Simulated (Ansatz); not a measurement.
Gas-phase electronic energies from Ansatz, PBE0-D4/def2-TZVP geometries. CCSD(T)/CBS is the MP2 limit (def2-TZVPP, def2-QZVPP) plus CCSD(T) − MP2 in def2-TZVPP, frozen cores. DFT in def2-TZVPP. HSE06 is defined as in plane-wave codes. One conformer a species, not always the lowest.

`[CH3][Al]([Cl])[Cl]` + `N#CCCC#N` → `N#[C][Al]([Cl])[Cl]` + `CCCC#N`  (formal exchange of groups at the Al–C bond)

**Question.** Is it downhill or uphill in electronic energy at CCSD(T)/CBS, and by how much? (An estimate is asked.)

**Answer.** Ansatz gave: Downhill: ΔE = -7.1 kcal/mol.

**Question.** What do these levels give: PBE-D4, r2SCAN-D4, r2SCANh-D4, ωB97X-V, PBE-QIDH, HSE06, CAM-B3LYP, MP2/def2-SVP, HF/def2-TZVPP, MP2/def2-TZVPP, CCSD(T)/def2-TZVPP, CCSD/CBS(def2)? (Best estimate.)

**Answer.** The calculation gave: PBE-D4 -3.6, r2SCAN-D4 -5.1, r2SCANh-D4 -5.1, ωB97X-V -5.8, PBE-QIDH -5.6, HSE06 -4.1, CAM-B3LYP -5.5, MP2/def2-SVP -8.7, HF/def2-TZVPP -8.0, MP2/def2-TZVPP -7.1, CCSD(T)/def2-TZVPP -7.4, CCSD/CBS(def2) -7.1 kcal/mol.

Largest T1 diagnostic among the species: 0.013.

At CCSD(T), def2-SVP lies −2.0 kcal/mol from the extrapolated value and def2-TZVPP −0.3 kcal/mol. From BLYP to BHLYP (50 % exact exchange), in def2-TZVPP and without D4, ΔE moves by −1.1 kcal/mol. Leaving LDA and LC-ωPBE aside and taking each functional with its dispersion term where it has one, the values, not all of them listed here, spread over 2.7 kcal/mol, from B2PLYP to PBE-D4. LDA lies +1.8 kcal/mol from PBE without D4.
